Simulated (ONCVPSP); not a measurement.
**titanium (Ti): variants of one ONCV potential**

Base potential:

* Element: Ti (Z = 22)
* Generator: ONCVPSP 4.0.1
* Type: optimised norm-conserving Vanderbilt (ONCV)
* Functional: LDA (Perdew-Wang 92)
* Relativity: scalar-relativistic
* Frozen core: [Ar]
* Valence charge: 4
* Reference configuration: 3d2 4s2
* Partial waves: 4s: rc 2.80 bohr, ncon 3, nbas 7, qcut 2.1 1/bohr, 2 projectors, debl 2.8 Ha; p scattering state at 0.15 Ha: rc 2.45 bohr, ncon 3, nbas 7, qcut 4 1/bohr, 2 projectors, debl 1.7 Ha; 3d: rc 2.00 bohr, ncon 5, nbas 9, qcut 6.6 1/bohr, 2 projectors, debl 3.1 Ha
* Local potential: polynomial inside 1.40 bohr (lpopt 5, dvloc0 2 Ha)
* Core correction: Teter function fitted to the true core (icmod 2), fcfact 0.45

All-electron outer shells of the reference configuration (LDA (PZ), scalar-relativistic, ld1.x):

| shell | level (eV) | outermost node (bohr) | outermost maximum (bohr) |
| --- | --- | --- | --- |
| 3p | -38.78 | 0.37 | 0.90 |
| 4s | -4.60 | 1.25 | 2.88 |
| 3d | -4.46 | – | 0.97 |

Cutoffs, loose and tight: the cutoffs (Ha) at which the residual kinetic energy of the hardest occupied pseudo-wave falls to 1 and 0.1 mHa per electron. They do not see the model core or the augmentation charge, which bear on the density cutoff. Test errors are all-electron minus pseudo excitation energies from the reference, over the configurations 3d2 4s1; 3d2 4s0; 3d1 4s0; 3d2.5 4s1.5. A dash means not determined; rows that change the core or the reference have their own tests. The largest error is taken over the tests solved by every variant that gives reliable tests at all: 3d2 4s0; 3d2 4s1; 3d2.5 4s1.5.

1 further variants are left out, since the program set their typed debl aside.

For the base: The cutoffs count occupied waves only; projector 2 of the d channel, the hardest unoccupied one, needs 66 Ha at the loose tolerance.

```
      change    outcome  cutoff, loose  cutoff, tight  bound ghosts  GHOST(+) flags above zero  largest test error (meV)
        base  generated          21 Ha          63 Ha          none                       s, p                       -14
s: debl 0.25  generated          21 Ha          63 Ha          none                       s, p                       -13
s: debl 0.45  generated          21 Ha          63 Ha          none                       s, p                       -14
s: debl 0.75  generated          21 Ha          63 Ha          none                       s, p                       -14
 s: debl 1.1  generated          21 Ha          63 Ha          none                       s, p                       -14
 s: debl 1.8  generated          21 Ha          63 Ha          none                       s, p                       -15
s: debl 3.25  generated          21 Ha          63 Ha          none                       s, p                       -14
s: debl 5.05  generated          21 Ha          63 Ha          none                       s, p                       -17
```

Reading the sweep of the debl of the s channel (base included, trends over the rows without a ghost): The loose cutoff stays near 21 Ha. The median size of the test errors (rows with all tests solved) stays near 10.5 meV.
